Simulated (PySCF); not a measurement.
B(F)(SeH)2 (BFH2Se2), SMILES B([SeH])(F)[SeH]. Coordinates come from a PBE-D3(BJ)/def2-SVP optimisation. This is a generated structure with no PubChem entry under its InChIKey; it may be hypothetical. Other conformers were not sampled.

### Question
Give the equilibrium geometry at PBE-D3(BJ)/def2-SVP (PySCF confirms it by a frequency run) as bond lengths and angles, and its point group. (Estimate from the structure and the level; the computed values follow.)

### Answer
Several could match; the one computed here: point group Cs.
Atoms: B1 F2 Se3 H4 Se5 H6. Bond lengths (Å): B1–F2 1.338, B1–Se3 1.957, B1–Se5 1.959, Se3–H4 1.486, Se5–H6 1.484. Angles (°): F2–B1–Se3 120.7, F2–B1–Se5 117.0, Se3–B1–Se5 122.3, B1–Se3–H4 93.5, B1–Se5–H6 94.2.
